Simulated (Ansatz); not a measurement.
Total energies of `C[Si](C)(C)[Si](C)(C)[Si](C)(C)[Si](C)(C)C` from Ansatz at PBE0-D4/def2-TZVP, gas phase (1 Eh = 27.2114 eV = 2625.5 kJ/mol). The reference geometry is relaxed at PBE-D4/def2-SVP.

| state | geometry | energy (Eh) |
| --- | --- | --- |
| charge 0 singlet | reference | -1556.46816 |
| charge 1 doublet | reference | -1556.18894 |
| charge -1 doublet | reference | -1556.42254 |
| free C atom (triplet) | – | -37.80537 |
| free Si atom (triplet) | – | -289.24943 |
| free H atom (doublet) | – | -0.50104 |

Single mean-field runs in def2-TZVP are fitted with def2-universal-jkfit.

(1) Work out the vertical ionisation energy to the doublet.

(2) Work out the vertical electron affinity, to the doublet.

(3) Give the fundamental gap IE − EA, the Mulliken electronegativity (IE + EA)/2 and the hardness (IE − EA)/2.

(4) What is the binding energy per atom against free atoms?

(1) E(charge 1 doublet) − E(charge 0 singlet) = -1556.18894 − (-1556.46816) = 0.27922 Eh = 7.60 eV. For comparison, −ε of the highest occupied level is 6.24 eV at this level, 1.36 eV less.

(2) E(charge 0 singlet) − E(charge -1 doublet) = -1556.46816 − (-1556.42254) = -0.04562 Eh = -1.24 eV; negative, so the extra electron isn't bound. The basis lacks diffuse functions, which makes affinities too small.

(3) From the values in Eh: IE − EA = 0.27922 − (-0.04562) = 0.32484 Eh = 8.84 eV; (IE + EA)/2 = 3.18 eV; (IE − EA)/2 = 4.42 eV. The HOMO–LUMO gap of the same run is 6.39 eV, 2.45 eV smaller than the fundamental gap.

(4) Atoms: 10 × (-37.80537) + 4 × (-289.24943) + 30 × (-0.50104) = -1550.08262 Eh. Binding: -1550.08262 − (-1556.46816) = 6.38554 Eh = 173.76 eV, or 3.95 eV for each of 44 atoms (no zero-point energy, no counterpoise term).

At PBE0-D4/def2-TZVP the highest occupied level of the charge -1 doublet lies above zero (up to 2.45 eV). By energy differences it is unbound by 1.24 eV (vertical, to the charge 0 singlet, at PBE0-D4/def2-TZVP) and held by the finite basis.
